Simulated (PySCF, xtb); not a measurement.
Potential energy curve for H2 (cation, charge +1), doublet.

Levels of theory: GFN1-xTB (xtb); UKS-wB97X-V = unrestricted wB97X-V/cc-pVTZ (PySCF); ROHF/cc-pVTZ (PySCF).

Energies are in kcal/mol, each relative to the lowest point of its own curve near equilibrium.

| R / Å | GFN1-xTB | UKS-wB97X-V | ROHF |
|---|---|---|---|
| 0.82 | 1.1 | 12.5 | 9.9 |
| 0.88 | 0.0 | 6.9 | 4.9 |
| 0.94 | 0.0 | 3.3 | ? |
| 0.99 | 0.5 | 1.5 | 0.6 |
| 1.04 | 1.4 | 0.4 | 0.0 |
| 1.06 | 1.7 | ? | 0.0 |
| 1.10 | 2.6 | 0.0 | 0.2 |
| 1.13 | 3.3 | 0.1 | 0.6 |
| 1.15 | ? | 0.2 | 0.9 |
| 1.22 | 5.5 | ? | 2.4 |
| 1.26 | 6.6 | 1.7 | 3.5 |
| 1.37 | 9.6 | 4.4 | 7.3 |
| 1.48 | 12.5 | 7.6 | 11.6 |
| 1.65 | 16.7 | 13.0 | 18.6 |
| 1.80 | 20.1 | 17.7 | 24.7 |
| 1.99 | 23.7 | 23.2 | 32.0 |
| 2.18 | 26.6 | 28.2 | 38.4 |
| 2.42 | ? | 33.3 | ? |
| 2.67 | 30.9 | 37.3 | 50.8 |
| 2.96 | 31.7 | 40.7 | 55.4 |
| 3.29 | 31.7 | 43.2 | 58.8 |
| 3.87 | 30.1 | 45.5 | 62.0 |
| 4.44 | — | 46.5 | 63.4 |

Question: Some entries are withheld; supply them.

Answer: 
- 0.94, ROHF: 1.9
- 1.06, UKS-wB97X-V: 0.2
- 1.15, GFN1-xTB: 3.8
- 1.22, UKS-wB97X-V: 1.0
- 2.42, GFN1-xTB: 29.2
- 2.42, ROHF: 45.3

A dash means that the run gave no value there, or that the column was ended at a point which the program doubted or which failed a test of continuity chosen for this set; such a test can also cut sound points.

At the longest distance UKS-wB97X-V leaves fractional charges on the fragments, a sign of delocalisation error or of the restricted form.
